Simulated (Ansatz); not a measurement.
K4Na4. Total charge 0; singlet. Geometry B3LYP/def2-SVP.

```xyz
8

Na    0.682   -3.148   -1.078
Na   -2.777   -1.714   -0.954
Na   -0.539   -1.433    1.797
Na    1.227    2.976   -0.674
K    -2.505    1.863    0.366
K     0.811    1.709    3.422
K     0.003    0.231   -3.072
K     3.097   -0.483    0.193
```

B3LYP takes the VWN-RPA correlation. The restricted singlet is unstable towards broken spin symmetry in Hartree–Fock (as tested in another run); at HF/STO-3G, PBE/def2-SVP, PBE/def2-TZVPD, r2SCAN/def2-TZVP and others this wasn't settled. At HF/STO-3G the highest occupied level of the charge 0 singlet lies above zero (up to 2.48 eV). In Hartree–Fock with STO-3G the lack of diffuse functions raises the level. The structure comes from a short search, and lower isomers may exist.

Estimate the orbital energies around the gap (eV) in Ansatz with HF/STO-3G, PBE/def2-SVP, PBE/def2-TZVPD, r2SCAN/def2-TZVP, B3LYP/def2-TZVPD.


```json
{"orbital": "HOMO−5", "HF/STO-3G": "-19.32", "PBE/def2-SVP": "-18.44", "PBE/def2-TZVPD": "-18.22", "r2SCAN/def2-TZVP": "-18.91", "B3LYP/def2-TZVPD": "-19.94"}
{"orbital": "HOMO−4", "HF/STO-3G": "-19.28", "PBE/def2-SVP": "-18.43", "PBE/def2-TZVPD": "-18.21", "r2SCAN/def2-TZVP": "-18.90", "B3LYP/def2-TZVPD": "-19.94"}
{"orbital": "HOMO−3", "HF/STO-3G": "-1.50", "PBE/def2-SVP": "-3.91", "PBE/def2-TZVPD": "-3.89", "r2SCAN/def2-TZVP": "-3.94", "B3LYP/def2-TZVPD": "-4.36"}
{"orbital": "HOMO−2", "HF/STO-3G": "0.52", "PBE/def2-SVP": "-3.04", "PBE/def2-TZVPD": "-3.03", "r2SCAN/def2-TZVP": "-3.04", "B3LYP/def2-TZVPD": "-3.33"}
{"orbital": "HOMO−1", "HF/STO-3G": "0.73", "PBE/def2-SVP": "-2.67", "PBE/def2-TZVPD": "-2.65", "r2SCAN/def2-TZVP": "-2.60", "B3LYP/def2-TZVPD": "-2.89"}
{"orbital": "HOMO", "HF/STO-3G": "2.48", "PBE/def2-SVP": "-2.65", "PBE/def2-TZVPD": "-2.63", "r2SCAN/def2-TZVP": "-2.59", "B3LYP/def2-TZVPD": "-2.87"}
{"orbital": "LUMO", "HF/STO-3G": "6.25", "PBE/def2-SVP": "-1.75", "PBE/def2-TZVPD": "-1.74", "r2SCAN/def2-TZVP": "-1.64", "B3LYP/def2-TZVPD": "-1.41"}
{"orbital": "LUMO+1", "HF/STO-3G": "7.83", "PBE/def2-SVP": "-1.69", "PBE/def2-TZVPD": "-1.69", "r2SCAN/def2-TZVP": "-1.58", "B3LYP/def2-TZVPD": "-1.37"}
{"orbital": "LUMO+2", "HF/STO-3G": "8.34", "PBE/def2-SVP": "-1.66", "PBE/def2-TZVPD": "-1.66", "r2SCAN/def2-TZVP": "-1.54", "B3LYP/def2-TZVPD": "-1.32"}
{"orbital": "LUMO+3", "HF/STO-3G": "8.71", "PBE/def2-SVP": "-1.47", "PBE/def2-TZVPD": "-1.46", "r2SCAN/def2-TZVP": "-1.29", "B3LYP/def2-TZVPD": "-1.18"}
{"orbital": "LUMO+4", "HF/STO-3G": "10.17", "PBE/def2-SVP": "-1.30", "PBE/def2-TZVPD": "-1.31", "r2SCAN/def2-TZVP": "-1.24", "B3LYP/def2-TZVPD": "-0.90"}
{"orbital": "LUMO+5", "HF/STO-3G": "10.66", "PBE/def2-SVP": "-1.17", "PBE/def2-TZVPD": "-1.24", "r2SCAN/def2-TZVP": "-1.15", "B3LYP/def2-TZVPD": "-0.84"}
```
